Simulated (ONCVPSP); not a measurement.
## Ranking ONCV potentials for cadmium (Cd)

All share these settings but for the change named:

ONCVPSP 4.0.1 input, shortened (lines: element, Z, core and valence counts, functional; n l f; lmax; l rc ep ncon nbas qcut; lloc lpopt rc5 dvloc0; l nproj debl; icmod fcfact rcfact), PBE, scalar-relativistic:

```
  Cd 48.00    9    2        4      upf
    1    0    2.00
    2    0    2.00
    2    1    6.00
    3    0    2.00
    3    1    6.00
    3    2   10.00
    4    0    2.00
    4    1    6.00
    4    2   10.00
    5    0    1.50
    5    1    0.50
    1
    0    2.25    0.00    4    8    2.70
    1    2.25    0.00    4    7    4.10
    0    5    2.25    0.00
    0    0    1.20
    1    1    2.30
    3    4.25    1.55
```

Cutoff: the first of the cutoffs (Ha) at which the residual kinetic energy of the hardest occupied pseudo-wave falls to 1 and 0.1 mHa per electron; the density cutoff is not measured.

The base gives 7 Ha.

Of 7 variants that were run, those that failed, showed a ghost or another fault, or gave nearly equal values are left out.

A variant can come out equal or close to the base.

(1) Rank these variants from softest to hardest (loose cutoff).
A. all radii but the core radius scaled by about 1.32 (s 2.96, p 2.96 bohr)
B. all radii but the core radius scaled by about 1.14 (s 2.56, p 2.56 bohr)
C. all radii but the core radius scaled by about 0.92 (s 2.06, p 2.06 bohr)
D. all radii but the core radius scaled by about 1.09 (s 2.46, p 2.46 bohr)
E. all radii but the core radius scaled by about 0.85 (s 1.92, p 1.92 bohr)

Answers

(1) A (4 Ha), B (4 Ha), D (5 Ha), C (7 Ha), E (20 Ha).
